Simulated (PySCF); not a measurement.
This script is equivalent to a calculation on Si⁺ (silicon, charge +1).

```python
from pyscf import gto, scf, dft, mp, cc
import basis_set_exchange as bse
mol = gto.M(atom="Si 0 0 0", charge=1, spin=1, symmetry="D2h",
            basis=gto.basis.parse(bse.get_basis("aug-cc-pVQZ-DK", elements=["Si"], fmt="nwchem", header=False)),
            nucmod="G")
mf = scf.UHF(mol).sfx2c1e()
mf.irrep_nelec = {'Ag': (3, 3), 'B1u': (1, 1), 'B2u': (2, 1), 'B3u': (1, 1)}
mf.kernel()
```

**Question.** What total energy does it give?

**Answer.** -289.18094 hartree (calculated).

**Question.** Which occupied shell lies highest, and where?

**Answer.** 3p α, at -16.205 eV.

**Question.** What is ⟨S²⟩, and what would a pure spin state give?

**Answer.** 0.766, against 0.75.
